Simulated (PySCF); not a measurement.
Isomers of C10H16, from PBE0-D3(BJ)/def2-SVP geometry optimisation, gas phase (PySCF). One conformer each, no zero-point energy, no frequencies.

Task: Which isomer lies lower at this level?
A. beta-pinene, `C=C1CC[C@H]2C[C@@H]1C2(C)C`: A = 1914, B = 1303, C = 1157 MHz, dipole 0.66 D
B. adamantane, `C12CC3CC(CC(C3)C2)C1`: A = 1697, B = 1696, C = 1696 MHz, dipole 0.00 D

Result: B. That is adamantane (`C1C2CC3CC1CC(C2)C3`), 52.3 kcal/mol below the other.

```
                    SMILES                                                                      mapped SMILES      E (Eh)  relative (kcal/mol)  relative (kJ/mol)  dipole (D)
        C1C2CC3CC1CC(C2)C3  [CH2:1]1[C@H:2]2[CH2:3][C@H:4]3[CH2:5][C@@H:6]1[CH2:7][C@@H:8]([CH2:9]2)[CH2:10]3  -390.02007                  0.0                0.0        0.00
C=C1CC[C@H]2C[C@@H]1C2(C)C        [CH2:1]=[C:2]1[CH2:3][CH2:4][C@H:5]2[CH2:6][C@@H:7]1[C:8]2([CH3:9])[CH3:10]  -389.93672                 52.3              218.8        0.66
```

As drawn, the higher has a four-membered ring, a C=C bond outside aromatic rings and a quaternary carbon, which the lower lacks.
